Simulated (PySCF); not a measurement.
**Deuteron quadrupole couplings in `C=P12C=CC(C=C1)C=C2`**

Species: C₈H₉P.
Z-matrix (Å and degrees, GFN2-xTB geometry), rows numbered from 1:
```
C 
P   1  1.6996
C   2  1.8060  1  112.47
C   3  1.3240  2  114.59  1   164.30
C   4  1.5144  3  118.32  2     1.50
C   5  1.5143  4  107.40  3   -57.53
C   6  1.3240  5  118.35  4    57.51
C   5  1.5108  4  107.56  3    57.98
C   8  1.3226  5  117.40  4   -57.72
H   1  1.0893  2  111.03  3    63.68
H   1  1.0893  2  111.00  3  -172.17
H   3  1.0780  2  119.43  1   -12.89
H   4  1.0791  3  124.12  2  -178.26
H   5  1.0904  4  111.25  3  -179.49
H   6  1.0790  5  117.56  4  -122.25
H   7  1.0780  2  119.42  1    12.89
H   8  1.0798  5  117.92  4   122.28
H   9  1.0801  2  121.01  1     0.03
```

Level: PBE0/pcSseg-1 (PySCF, non-relativistic); Q(2H) = 0.00286 b; rigid geometry, the same for H and D, with no vibrational averaging.

Question: Rank these positions by the coupling χzz of a deuteron there, largest first.
A. H14 (methine hydrogen)
B. H11 (hydrogen on carbon)
C. H12 (vinylic hydrogen)

Answer: C (226 kHz), B (221 kHz), A (202 kHz).

Give the electric field gradient Vzz (the principal value of largest size), its asymmetry and the 2H coupling at each hydrogen.

```tsv
atom	bonded to	bond length (Å)	Vzz (au)	η	χzz (kHz)
H10	C1	1.089	0.3290	0.13	221
H11	C1	1.089	0.3290	0.13	221
H12	C3	1.078	0.3363	0.05	226
H13	C4	1.079	0.3312	0.05	223
H14	C5	1.090	0.3012	0.00	202
H15	C6	1.079	0.3313	0.05	223
H16	C7	1.078	0.3363	0.05	226
H17	C8	1.080	0.3304	0.05	222
H18	C9	1.080	0.3342	0.04	225
```

How does χzz go with the bond length over the 9 C–H bonds?

A straight-line fit has a slope of -9.2 kHz for each 0.01 Å, with a correlation coefficient of -0.69, over lengths from 1.078 to 1.090 Å.

Give the 2H NMR doublet splittings at H11 for a magnetic field along the z, y and x axes of the gradient: 3χ/2, 3χ(1 + η)/4, 3χ(1 − η)/4.

With |χ| = 221.1 kHz and η = 0.132: 332, 188 and 144 kHz, to first order and without motion.

Geometry: GFN2-xTB; no solvent, vibrations or thermal averaging. GFN2-xTB bond lengths can be off by several hundredths of an ångström, more for odd bonds, and the gradients follow them. A larger basis could move these couplings by a tenth or more.
